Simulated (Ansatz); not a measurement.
Cartesian coordinates in Å:
```
C 0.828 2.233 1.365
N 0.641 0.944 1.993
C 0.905 0.995 3.422
Ta 0.155 -0.816 1.239
C -1.881 -1.199 1.897
F 1.277 -2.264 1.773
N 0.014 -0.565 -0.506
C -0.037 -0.505 -1.937
C -0.373 -1.891 -2.487
C -1.117 0.494 -2.353
C 1.323 -0.052 -2.467
H 0.633 2.159 0.297
H 0.146 2.980 1.794
H 1.853 2.599 1.511
H 0.215 1.681 3.929
H 1.931 1.325 3.627
H 0.782 0.008 3.885
H -2.250 -2.139 1.470
H -1.932 -1.284 2.990
H -2.569 -0.408 1.587
H -0.423 -1.873 -3.579
H 0.389 -2.613 -2.187
H -1.338 -2.228 -2.102
H -2.089 0.186 -1.961
H -1.186 0.560 -3.442
H -0.890 1.487 -1.960
H 2.101 -0.757 -2.168
H 1.311 0.011 -3.559
H 1.580 0.932 -2.068
```

Total charge 0; spin multiplicity 1. Ta takes the def2 core potential.

Q: List the PBE0/def2-TZVPP orbital energies in eV (Ansatz). (An estimate is asked.)

A: Computed: Occupied: -672.98, -391.54, -390.36, -279.20, -279.19, -278.83, -277.68, -277.65, -277.64, -277.25, -74.81, -40.89, -40.62, -40.30, -31.30, -25.21, -24.04, -20.17, -19.99, -19.17, -19.15, -18.66, -17.36, -14.74, -13.47, -13.08, -12.97, -12.69, -12.39, -12.35, -12.19, -11.58, -11.52, -11.26, -11.03, -10.93, -10.90, -10.80, -10.67, -10.11, -9.89, -9.71, -9.49, -9.47, -8.15, -7.17, -7.03, -6.77. Lowest empty: -0.38, 0.05, 0.26, 0.39, 1.10, 1.54, 1.59, 1.84.
